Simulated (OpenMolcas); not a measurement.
**Ge: the spin-orbit constant, worked from levels**

| Item | Value |
| --- | --- |
| Program | OpenMolcas 26.06 |
| Basis | ANO-RCC-VDZP [5s4p2d] |
| Scalar Hamiltonian | DKH2, point nucleus |
| Active space | 4 electrons in 4 orbitals (4s 4p) |
| State averaging | 2S+1 = 3 even, 3 roots; 2S+1 = 1 even, 6 roots; 2S+1 = 5 odd, 1 root; 2S+1 = 3 odd, 5 roots |
| Spin-orbit coupling | RASSI with atomic mean-field integrals over the reference wave functions, term energies averaged over their components |

Methods: CASSCF; SS-CASPT2, IPEA 0.25 Eh, imaginary shift 0.1 Eh (closed shells correlated: 3d). Measured levels: NIST Handbook of Basic Atomic Spectroscopic Data.

**The spin-orbit constant.** For the Hund term 3P of p2, E(J) = (A/2) J(J+1) + constant and ζ = 2S·A = 2A. From J = 0 to J = 2 the energy changes by 3 A.

```json
{"Source": "CASSCF", "E(2) - E(0)": "1226.9", "A": "409.0", "ζ": "818"}
{"Source": "SS-CASPT2", "E(2) - E(0)": "1224.1", "A": "408.0", "ζ": "816"}
{"Source": "measured", "E(2) - E(0)": "1410.0", "A": "470.0", "ζ": "940"}
```

All in cm-1. SS-CASPT2 is off by -13.2 % and CASSCF by -13.0 %. Both methods take the spin-orbit matrix elements from the reference wave functions, so the second can move ζ only through the term energies and any multistate remixing. Second-order mixing with other terms is absorbed into this ζ.

Without dynamic correlation excited terms often stand tens of per cent too high (terms of higher spin than the ground term too low), and those without a measured partner can miss by more than the paired ones (holds for CASSCF). Measured partners are found by configuration, term and J. A level has none where our copy of the source lacks it or the pairing is in doubt (some pairs that miss far off the trend of their configuration count as doubtful), and it then counts in no deviation. Levels of configurations outside the active space are missing.
